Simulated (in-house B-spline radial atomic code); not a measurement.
Successive ionisation energies of bromine; each step leads to the configuration of the next row (after the last: bare). NIST's values go from ground level to ground level; the uncertainty of those that are theory runs from under 0.1 % in few-electron ions to several per cent in heavy many-electron ones. Computed with an all-electron radial atomic-structure program (B-spline basis): non-relativistic Hartree-Fock, average of the configuration, point nuclei.

This level leaves out relativity, spin-orbit splitting included, which matters for heavy ions.

| ion | configuration | ionisation energy (eV) | tabulated value (eV) | computed minus tabulated (eV) | highest orbital | largest mean radius (bohr) |
| --- | --- | --- | --- | --- | --- | --- |
| Br14+ | [Ar] 3d3 | 479.9 | 481 | -1 | 3d | 0.51591 |
| Br15+ | [Ar] 3d2 | 527.8 | 530 | -2 | 3d | 0.50984 |
| Br16+ | [Ar] 3d1 | 577.3 | 577 | 0 | 3d | 0.50382 |
| Br17+ | [Ne] 3s2 3p6 | 715.1 | 716.3 | -1 | 3p | 0.49786 |
| Br18+ | [Ne] 3s2 3p5 | 761.6 | 761 | 1 | 3p | 0.49318 |
| Br19+ | [Ne] 3s2 3p4 | 809.1 | 809.8 | -1 | 3p | 0.48859 |
| Br20+ | [Ne] 3s2 3p3 | 857.5 | 870 | -12 | 3p | 0.48409 |
| Br21+ | [Ne] 3s2 3p2 | 906.8 | 920.8 | -14 | 3p | 0.47969 |
| Br22+ | [Ne] 3s2 3p1 | 956.9 | 963 | -6 | 3p | 0.47536 |
| Br23+ | [Ne] 3s2 | 1050.6 | 1070.6 | -20 | 3s | 0.47112 |
| Br24+ | [Ne] 3s1 | 1102.5 | 1119.17 | -17 | 3s | 0.46644 |
| Br25+ | [He] 2s2 2p6 | 2727.4 | 2731.4 | -4 | 2p | 0.18926 |
| Br26+ | [He] 2s2 2p5 | 2869.2 | 2869 | 0 | 2p | 0.18752 |
| Br27+ | [He] 2s2 2p4 | 3013.7 | 3021 | -7 | 2p | 0.18581 |
| Br28+ | [He] 2s2 2p3 | 3161.2 | 3169 | -8 | 2p | 0.18413 |
| Br29+ | [He] 2s2 2p2 | 3311.4 | 3361 | -50 | 2p | 0.18248 |
| Br30+ | [He] 2s2 2p1 | 3464.4 | 3523.1 | -59 | 2p | 0.18085 |
| Br31+ | [He] 2s2 | 3657.0 | 3735 | -78 | 2s | 0.17925 |
| Br32+ | [He] 2s1 | 3794.5 | 3868.986 | -74 | 2s | 0.17777 |
| Br33+ | 1s2 | 16074.7 | 16317.01 | -242 | 1s | 0.043322 |
| Br34+ | 1s1 | 16667.0 | 16937.15 | -270 | 1s | 0.042857 |

**Question.** Where is the largest jump?

**Answer.** From Br32+ to Br33+, by a factor of 4.24 (3794.5 to 16075 eV); the highest orbital goes from 2s to 1s.

**Question.** How far is this level of theory from the measured and semi-empirical values?

**Answer.** Over those 15 rows the differences run from -78 to +0.645 eV (mean absolute value 18 eV). The calculation leaves out relativity, correlation and, in open shells, the multiplet splittings that an average leaves out.
